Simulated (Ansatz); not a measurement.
Basis-set extrapolation for `O=C[SiH](O)O` (PBE0-D4/def2-TZVP geometry, frozen core, the Gaussian-basis code of Ansatz). Multiplicity 1, RHF reference.

```tsv
	def2-TZVPP	def2-QZVPP
HF	-553.936095	-553.958158
MP2 correlation	-0.981066	-1.059294
CCSD(T) correlation	-1.039680	not run
```

Energies in hartree. Use E(X) = E(∞) + A·exp(−7.88·√X) for Hartree–Fock and E(X) = E(∞) + B·X^(−2.97) for correlation, with X = 3 and 4, and add CCSD(T) minus MP2 of the smaller set to the MP2 limit.

Q: What is the CCSD(T) energy at the basis-set limit?

A: HF limit: -553.958158 + (-0.022063) × 0.13774 = -553.96120. MP2 limit: -1.059294 + (-0.078228) × 0.74074 = -1.11724. Higher-order term: -1.039680 − (-0.981066) = -0.05861. Total: -555.13705 hartree, 101.2 kcal/mol below CCSD(T)/def2-TZVPP.
